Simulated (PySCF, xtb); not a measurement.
CH8FNSi2, SMILES N[C@H]([SiH3])[SiH2]F. One conformer was computed; it need not be the lowest.

Harmonic wavenumbers (cm⁻¹) from GFN2-xTB (xtb) at its own minimum, in rising order: 56, 118, 128, 203, 217, 281, 297, 478, 511, 548, 558, 663, 717, 757, 774, 785, 794, 800, 825, 937, 1081, 1091, 1209, 1272, 1581, 2206, 2275, 2279, 2285, 2352, 2759, 3375, 3395.

Task: What does PySCF 2.14.0 with PBE-D3(BJ)/def2-SVP give at its own minimum? (The exact figures need the calculation; the answer reports its results.)

Result: 74, 93, 137, 178, 226, 289, 300, 513, 537, 616, 702, 723, 754, 805, 831, 867, 897, 909, 919, 928, 1025, 1058, 1191, 1241, 1583, 2142, 2161, 2173, 2185, 2198, 2876, 3401, 3483. Paired by order, the mean absolute difference is 57 cm⁻¹ and the zero-point energies are 53.8 and 54.3 kcal/mol.
